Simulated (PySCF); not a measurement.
**Correlation energy of Ga⁺ (gallium, charge +1)**

[Ar] 3d10 4s2, closed-shell 1S. Calculation: PySCF 2.14, in Sapporo-DKH3-DZP-2012 (6s5p3d1f, 43 functions); scalar relativity by spin-free X2C-1e. Frozen: [Ar] 3d10; 2 electrons correlated.

Total MP2 correlation energy: -22.03 mhartree.

Same-spin part 0.00 and opposite-spin part -22.03 mhartree; SCS-MP2 scales them by 1/3 and 6/5 to -26.43 mhartree.

With two correlated electrons CCSD is exact within the correlated space (frozen core and kept virtual orbitals).

```tsv
level	correlation energy (mhartree)
CCSD	-32.94
```

Diagnostics: T1 = 0.0020, D1 = 0.0028, largest double amplitude 0.096.

Task: Is a single reference adequate?

Result: Mostly. T1 lies below 0.03, but a double amplitude of this size points to a near-degeneracy that CCSD handles and MP2 describes poorly.
